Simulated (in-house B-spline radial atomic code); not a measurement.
Checks on a self-consistent run for the zinc ion Zn⁸⁺, [Ar] 3d4. Computed with a radial B-spline atomic code at the basis-set limit: Dirac-Hartree-Fock, average of configuration, Fermi nucleus of rms radius 3.9283 fm.

```
orbital    q      ε (Eh)    <1/r>        <r²>  small-component weight
  1s1/2    2  -365.04022  30.2284  0.00340307                0.011734
  2s1/2    2   -52.78932  6.65923   0.0595761               0.0022644
  2p1/2    2   -47.16963  6.58325   0.0468354               0.0022287
  2p3/2    4   -46.28215   6.4293   0.0483071               0.0021903
  3s1/2    2   -12.42987  2.22286    0.468375              0.00056169
  3p1/2    2   -10.47510  2.11722    0.486119              0.00052098
  3p3/2    4   -10.33518  2.08421    0.496789               0.0005128
  3d3/2  1.6    -7.47567  1.90087    0.499239              0.00043719
  3d5/2  2.4    -7.45510  1.89304    0.502508              0.00043503
```

Electron-electron repulsion V_ee = 539.6694 hartree.

Question: What total energy follows from the eigenvalues?

Answer: The eigenvalues count the repulsion twice, so E = Σqε - V_ee = -1232.131 - 539.669 = -1771.800 hartree; the run printed -1771.800.

Question: Does the Dirac virial theorem hold?

Answer: For a point nucleus E = -2c²Σq·w, with w the small-component weight. Here Σq·w = 0.047175 and c = 137.0360, so the ratio E/(-2c²Σq·w) is 1.000010; the finite nucleus accounts for the departure from 1.

Question: What diamagnetic shielding (Lamb formula) and susceptibility (Langevin formula) do the radii give?

Answer: σ = (α²/3)Σq<1/r> = 137.261/(3·137.036²) = 2436.4 ppm, and χ = -0.79199×10⁻⁶·Σq<r²> = -5×10⁻⁶ cm³/mol with Σq<r²> = 6.3138 bohr². Both are non-relativistic formulas without the paramagnetism of open shells.
